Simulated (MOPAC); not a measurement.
MOPAC input (AM1):

```
AM1 PRECISE GNORM=0.05 LET XYZ GEO-OK AUX(PRECISION=9) THREADS=1
H5NO3Si

N    -0.18320800 1   -0.06798200 1   -1.67848600 1
Si   -0.01064500 1   -0.00903100 1    0.01749800 1
O    -1.12233400 1   -0.90631800 1    0.80858500 1
O    -0.22490300 1    1.54387200 1    0.51386000 1
O     1.45939200 1   -0.62742300 1    0.41796000 1
H    -0.97033400 1    0.39112700 1   -2.11073000 1
H     0.04603200 1   -0.91911200 1   -2.16859900 1
H    -1.08653500 1   -0.92093600 1    1.76829100 1
H     0.31118100 1    2.22442400 1    0.10085200 1
H     2.23390900 1   -0.25424600 1   -0.00862400 1
```

Output:

```
 *******************************************************************************
 **                                                                           **
 **                              MOPAC v23.2.5                                **
 **                                                                           **
 *******************************************************************************
 ** MOPAC's Digital Object Identifier: https://doi.org/10.5281/zenodo.6511958 **
 **                                                                           **
 ** Please cite the open-source release paper for use of this MOPAC version:  **
 ** J. E. Moussa and J. J. P. Stewart (2026)                                  **
 ** MOPAC: An open-source semiempirical molecular orbital program             **
 ** J. Open Source Softw., 11(119), 8025, https://doi.org/10.21105/joss.08025 **
 *******************************************************************************

                              AM1 CALCULATION RESULTS

 *******************************************************************************
 *  AM1        - The AM1 Hamiltonian to be used
 *  GEO-OK     - OVERRIDE INTERATOMIC DISTANCE AND OTHER SAFETY CHECKS
 *  LET        - OVERRIDE SOME SAFETY CHECKS
 *  PRECISE    - TIGHTER CRITERIA TO BE USED
 *  XYZ        - CARTESIAN COORDINATE SYSTEM TO BE USED
 *  GNORM      - EXIT WHEN GRADIENT NORM DROPS BELOW 0.050
 *  AUX        - OUTPUT AUXILIARY INFORMATION
 *******************************************************************************
AM1 PRECISE GNORM=0.05 LET XYZ GEO-OK AUX(PRECISION=9) THREADS=1
 H5NO3Si

   ATOM   CHEMICAL          X               Y               Z
  NUMBER   SYMBOL      (ANGSTROMS)     (ANGSTROMS)     (ANGSTROMS)

     1       N         -0.18320800  *  -0.06798200  *  -1.67848600  *
     2      Si         -0.01064500  *  -0.00903100  *   0.01749800  *
     3       O         -1.12233400  *  -0.90631800  *   0.80858500  *
     4       O         -0.22490300  *   1.54387200  *   0.51386000  *
     5       O          1.45939200  *  -0.62742300  *   0.41796000  *
     6       H         -0.97033400  *   0.39112700  *  -2.11073000  *
     7       H          0.04603200  *  -0.91911200  *  -2.16859900  *
     8       H         -1.08653500  *  -0.92093600  *   1.76829100  *
     9       H          0.31118100  *   2.22442400  *   0.10085200  *
    10       H          2.23390900  *  -0.25424600  *  -0.00862400  *

          CARTESIAN COORDINATES

    NO.       ATOM           X           Y           Z

     1         N         -0.1832     -0.0680     -1.6785
     2        Si         -0.0106     -0.0090      0.0175
     3         O         -1.1223     -0.9063      0.8086
     4         O         -0.2249      1.5439      0.5139
     5         O          1.4594     -0.6274      0.4180
     6         H         -0.9703      0.3911     -2.1107
     7         H          0.0460     -0.9191     -2.1686
     8         H         -1.0865     -0.9209      1.7683
     9         H          0.3112      2.2244      0.1009
    10         H          2.2339     -0.2542     -0.0086

  H: (AM1): M.J.S. DEWAR ET AL, J. AM. CHEM. SOC. 107 3902-3909 (1985)
  N: (AM1): M.J.S. DEWAR ET AL, J. AM. CHEM. SOC. 107 3902-3909 (1985)
  O: (AM1): M.J.S. DEWAR ET AL, J. AM. CHEM. SOC. 107 3902-3909 (1985)
 Si: (AM1): M.J.S.DEWAR, C. JIE, ORGANOMETALLICS, 6, 1486-1490 (1987).

           Empirical Formula: H5 N O3 Si  =    10 atoms

      MOLECULAR POINT GROUP   :   Cs

      RHF CALCULATION, NO. OF DOUBLY OCCUPIED LEVELS = 16

          Geometry optimization using EF

          DIAGONAL MATRIX USED AS START HESSIAN

 CYCLE:     1  GRAD.:   197.330 HEAT: -232.8553
 CYCLE:     2  GRAD.:   179.022 HEAT: -239.6170
 CYCLE:     3  GRAD.:   195.429 HEAT: -235.7394
 CYCLE:     4  GRAD.:   178.133 HEAT: -237.2631
 CYCLE:     5  GRAD.:   222.453 HEAT: -236.6196
 CYCLE:     6  GRAD.:   146.720 HEAT: -241.6720
 CYCLE:     7  GRAD.:   192.928 HEAT: -236.9363
 CYCLE:     8  GRAD.:   168.237 HEAT: -237.5183
 CYCLE:     9  GRAD.:   111.169 HEAT: -244.6541
 CYCLE:    10  GRAD.:   199.413 HEAT: -234.9324
 CYCLE:    11  GRAD.:    64.664 HEAT: -246.9074
 CYCLE:    12  GRAD.:    56.815 HEAT: -247.6310
 CYCLE:    13  GRAD.:     5.993 HEAT: -248.7706
 CYCLE:    14  GRAD.:     7.328 HEAT: -248.7876
 CYCLE:    15  GRAD.:    23.698 HEAT: -248.6853
 CYCLE:    16  GRAD.:     4.064 HEAT: -248.8212
 CYCLE:    17  GRAD.:    14.346 HEAT: -248.7917
 CYCLE:    18  GRAD.:     6.447 HEAT: -248.8405
 CYCLE:    19  GRAD.:     4.346 HEAT: -248.8508
 CYCLE:    20  GRAD.:     9.290 HEAT: -248.8348
 CYCLE:    21  GRAD.:     1.517 HEAT: -248.8668
 CYCLE:    22  GRAD.:     0.587 HEAT: -248.8699
 CYCLE:    23  GRAD.:     0.866 HEAT: -248.8732
 CYCLE:    24  GRAD.:     0.700 HEAT: -248.8750
 CYCLE:    25  GRAD.:     0.668 HEAT: -248.8771
 CYCLE:    26  GRAD.:     0.731 HEAT: -248.8794
 CYCLE:    27  GRAD.:     1.250 HEAT: -248.8835
 CYCLE:    28  GRAD.:     2.312 HEAT: -248.8892
 CYCLE:    29  GRAD.:     3.336 HEAT: -248.8969
 CYCLE:    30  GRAD.:     2.385 HEAT: -248.9024
 CYCLE:    31  GRAD.:     2.050 HEAT: -248.9056
 CYCLE:    32  GRAD.:     0.323 HEAT: -248.9071
 CYCLE:    33  GRAD.:     0.250 HEAT: -248.9078
 CYCLE:    34  GRAD.:     1.920 HEAT: -248.9076
 CYCLE:    35  GRAD.:     0.533 HEAT: -248.9092
 CYCLE:    36  GRAD.:     0.272 HEAT: -248.9093
 CYCLE:    37  GRAD.:     0.093 HEAT: -248.9093
 CYCLE:    38  GRAD.:     0.037 HEAT: -248.9094

     GRADIENT =  0.03659 IS LESS THAN CUTOFF =  0.05000

 -------------------------------------------------------------------------------
 AM1 PRECISE GNORM=0.05 LET XYZ GEO-OK AUX(PRECISION=9) THREADS=1
 H5NO3Si

     GEOMETRY OPTIMISED USING EIGENVECTOR FOLLOWING (EF).
     SCF FIELD WAS ACHIEVED

                              AM1 CALCULATION
                                                       MOPAC v23.2.5 Linux

          FINAL HEAT OF FORMATION =       -248.90937 KCAL/MOL =   -1041.43680 KJ/MOL

          COSMO AREA              =        113.94 SQUARE ANGSTROMS
          COSMO VOLUME            =        100.17 CUBIC ANGSTROMS

          GRADIENT NORM           =          0.03659          =       0.01157 PER ATOM
          IONIZATION POTENTIAL    =         10.850705 EV
          HOMO LUMO ENERGIES (EV) =        -10.851  1.797
          NO. OF FILLED LEVELS    =         16
          MOLECULAR WEIGHT        =         95.1299         POINT GROUP:  Cs

          MOLECULAR DIMENSIONS (Angstroms)

            Atom       Atom       Distance
            H     8    H     6     4.27147
            H     7    H     9     3.71975
            O     3    H    10     3.39339

          SCF CALCULATIONS        =         39

   ATOM   CHEMICAL          X               Y               Z
  NUMBER   SYMBOL      (ANGSTROMS)     (ANGSTROMS)     (ANGSTROMS)

     1       N         -0.22712844  *  -0.10096225  *  -1.70708327  *
     2      Si         -0.02979860  *  -0.02094082  *  -0.04775236  *
     3       O         -1.16691448  *  -0.94436161  *   0.88393953  *
     4       O         -0.21340230  *   1.60305125  *   0.56395373  *
     5       O          1.52190111  *  -0.63270354  *   0.46531340  *
     6       H         -0.85022808  *   0.46820620  *  -2.21703601  *
     7       H          0.14570468  *  -0.81674703  *  -2.27356166  *
     8       H         -1.05222036  *  -0.89639714  *   1.82554860  *
     9       H          0.15443914  *   2.31878837  *   0.06619131  *
    10       H          2.28414118  *  -0.42994882  *  -0.05738393  *

                             CARTESIAN COORDINATES

   1    N       -0.227128436    -0.100962251    -1.707083274
   2   Si       -0.029798604    -0.020940817    -0.047752359
   3    O       -1.166914476    -0.944361607     0.883939534
   4    O       -0.213402298     1.603051248     0.563953733
   5    O        1.521901112    -0.632703539     0.465313399
   6    H       -0.850228081     0.468206205    -2.217036013
   7    H        0.145704682    -0.816747034    -2.273561663
   8    H       -1.052220363    -0.896397143     1.825548604
   9    H        0.154439140     2.318788375     0.066191313
  10    H        2.284141181    -0.429948816    -0.057383931

           Empirical Formula: H5 N O3 Si  =    10 atoms

      MOLECULAR POINT GROUP   :   Cs

                  EIGENVALUES
 -35.55139 -35.52724 -35.41002 -32.93355 -18.65214 -17.82680 -17.59422 -16.71780
 -16.42974 -13.84577 -13.35231 -13.16582 -12.14794 -12.12051 -11.86131 -10.85070
   1.79694   1.80815   1.97117   2.02037   5.08918   5.79996   6.13468   6.24613
   6.31516

              NET ATOMIC CHARGES AND DIPOLE CONTRIBUTIONS

  ATOM NO.   TYPE          CHARGE      No. of ELECS.   s-Pop       p-Pop
    1          N          -0.791677        5.7917     1.51604     4.27564
    2         Si           1.690828        2.3092     0.71567     1.59350
    3          O          -0.639379        6.6394     1.85263     4.78675
    4          O          -0.676965        6.6770     1.85138     4.82559
    5          O          -0.677036        6.6770     1.85137     4.82567
    6          H           0.198075        0.8019     0.80192
    7          H           0.198048        0.8020     0.80195
    8          H           0.242428        0.7576     0.75757
    9          H           0.227842        0.7722     0.77216
   10          H           0.227836        0.7722     0.77216
 DIPOLE           X         Y         Z       TOTAL
 POINT-CHG.     0.723     0.651    -2.095     2.310
 HYBRID         0.532     0.458    -1.070     1.280
 SUM            1.255     1.109    -3.165     3.581

          ATOMIC ORBITAL ELECTRON POPULATIONS

     Atom    s        px        py        pz
    1  N   1.51604   1.59372   1.41587   1.26606
    2 Si   0.71567   0.53670   0.52922   0.52759
    3  O   1.85263   1.72346   1.80324   1.26005
    4  O   1.85138   1.81976   1.34983   1.65601
    5  O   1.85137   1.32786   1.84228   1.65553
    6  H   0.80192
    7  H   0.80195
    8  H   0.75757
    9  H   0.77216
   10  H   0.77216

 **********************
 *                    *
 * JOB ENDED NORMALLY *
 *                    *
 **********************

 == MOPAC DONE ==
```

The geometry given is a B3LYP-D3(BJ)/def2-TZVP minimum.
